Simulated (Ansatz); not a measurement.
Relaxation of a periodic cell of 13 atoms, Zr$_{12}$H (host Zr, host structure hcp, interstitial H), to a largest force component of 0.03 eV/Å in at most 60 steps.

These are results of DFT PBE, scalar-relativistic, plane waves, PAW (Ansatz 0.2.0), not measurements. Settings: cutoff 420 eV, k mesh 3x2x3, gaussian smearing 0.05 eV, no spin polarisation.

```xyz
13
Lattice="6.4600 0.0000 0.0000 -4.8450 8.3918 0.0000 0.0000 0.0000 5.1454" Properties=species:S:1:pos:R:3:forces:R:3
Zr 0.000 0.000 0.000 0.45 0.27 -0.33
Zr 0.000 1.865 2.573 0.06 0.02 0.08
Zr -1.615 2.797 0.000 0.00 -0.02 0.03
Zr -1.615 4.662 2.573 0.01 -0.06 0.00
Zr -3.230 5.595 0.000 0.00 -0.05 0.01
Zr -3.230 7.459 2.573 -0.01 0.10 0.08
Zr 3.230 0.000 0.000 -0.17 0.11 -0.29
Zr 3.230 1.865 2.573 -0.07 0.02 0.04
Zr 1.615 2.797 0.000 0.01 -0.03 0.05
Zr 1.615 4.662 2.573 0.00 -0.05 0.03
Zr 0.000 5.595 0.000 0.01 -0.90 -0.46
Zr 0.000 7.459 2.573 0.01 0.01 0.76
H 0.058 7.378 5.762 -0.29 0.59 -0.01
```

Where does it end, and by what steps?

It converged. Limits of this set-up: coarse k mesh, odd electron count without spin. After 6 steps the energy has fallen by 0.118 eV; Zr11 moved furthest, 0.13 Å.

```
step  energy less start (eV)  largest force component (eV/Å)  accepted
   0                  0.0000                           0.900       yes
   1                  0.0979                           1.574        no
   2                 -0.0980                           0.193       yes
   3                 -0.0777                           0.354        no
   4                 -0.1137                           0.059       yes
   5                 -0.1173                           0.041       yes
   6                 -0.1183                           0.017       yes
```

```xyz
13
Lattice="6.4600 0.0000 0.0000 -4.8450 8.3918 0.0000 0.0000 0.0000 5.1454" Properties=species:S:1:pos:R:3
Zr 0.026 0.028 -0.010
Zr 0.030 1.888 2.681
Zr -1.609 2.778 0.059
Zr -1.627 4.634 2.543
Zr -3.230 5.581 -0.019
Zr -3.234 7.456 2.581
Zr 3.204 0.024 -0.060
Zr 3.232 1.857 2.615
Zr 1.633 2.806 0.078
Zr 1.632 4.650 2.543
Zr 0.001 5.535 -0.113
Zr 0.005 7.460 2.581
H -0.005 7.436 5.720
```

Run time: 28 s on 4 threads of Intel(R) Xeon(R) Platinum 8488C (Sapphire Rapids), on a shared host, peak memory 1 GiB.
